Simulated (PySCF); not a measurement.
## Radial density of Cu (copper, neutral)

LDA, [Ar] 3d10 4s1, 2S determinant. All numbers are calculated (PySCF 2.14, the spin-free X2C one-electron Hamiltonian (Gaussian nucleus), in jorge-DZP-DKH).

```json
{"r (bohr)": "0.000809", "4πr²ρ (e/bohr)": "0.2067", "4πr²(ρα − ρβ)": "0.0001"}
{"r (bohr)": "0.00136", "4πr²ρ (e/bohr)": "0.5367", "4πr²(ρα − ρβ)": "0.0002"}
{"r (bohr)": "0.00229", "4πr²ρ (e/bohr)": "1.305", "4πr²(ρα − ρβ)": "0.0004"}
{"r (bohr)": "0.00385", "4πr²ρ (e/bohr)": "3.107", "4πr²(ρα − ρβ)": "0.0009"}
{"r (bohr)": "0.00648", "4πr²ρ (e/bohr)": "7.055", "4πr²(ρα − ρβ)": "0.0021"}
{"r (bohr)": "0.0109", "4πr²ρ (e/bohr)": "14.62", "4πr²(ρα − ρβ)": "0.0042"}
{"r (bohr)": "0.0183", "4πr²ρ (e/bohr)": "25.76", "4πr²(ρα − ρβ)": "0.0069"}
{"r (bohr)": "0.0308", "4πr²ρ (e/bohr)": "34.75", "4πr²(ρα − ρβ)": "0.0072"}
{"r (bohr)": "0.0518", "4πr²ρ (e/bohr)": "32.27", "4πr²(ρα − ρβ)": "0.0016"}
{"r (bohr)": "0.0872", "4πr²ρ (e/bohr)": "28.38", "4πr²(ρα − ρβ)": "0.0018"}
{"r (bohr)": "0.147", "4πr²ρ (e/bohr)": "39.20", "4πr²(ρα − ρβ)": "0.0166"}
{"r (bohr)": "0.247", "4πr²ρ (e/bohr)": "29.30", "4πr²(ρα − ρβ)": "-0.0184"}
{"r (bohr)": "0.415", "4πr²ρ (e/bohr)": "18.11", "4πr²(ρα − ρβ)": "-0.0271"}
{"r (bohr)": "0.698", "4πr²ρ (e/bohr)": "21.49", "4πr²(ρα − ρβ)": "-0.0365"}
{"r (bohr)": "1.17", "4πr²ρ (e/bohr)": "8.052", "4πr²(ρα − ρβ)": "0.0663"}
{"r (bohr)": "1.98", "4πr²ρ (e/bohr)": "1.725", "4πr²(ρα − ρβ)": "0.3694"}
{"r (bohr)": "3.32", "4πr²ρ (e/bohr)": "0.3701", "4πr²(ρα − ρβ)": "0.2856"}
{"r (bohr)": "5.59", "4πr²ρ (e/bohr)": "0.03531", "4πr²(ρα − ρβ)": "0.0353"}
{"r (bohr)": "9.40", "4πr²ρ (e/bohr)": "0.0003436", "4πr²(ρα − ρβ)": "0.0003"}
```

Densities and radii are taken from the X2C orbitals without a picture-change correction, which distorts them close to the nucleus.

Question: Where is the radial spin density 4πr²(ρα − ρβ) most negative, and why is it negative at all?

Answer: Around r = 0.698 bohr, down to -0.0365 e/bohr: exchange with the open shell polarises the paired shells in an unrestricted calculation.
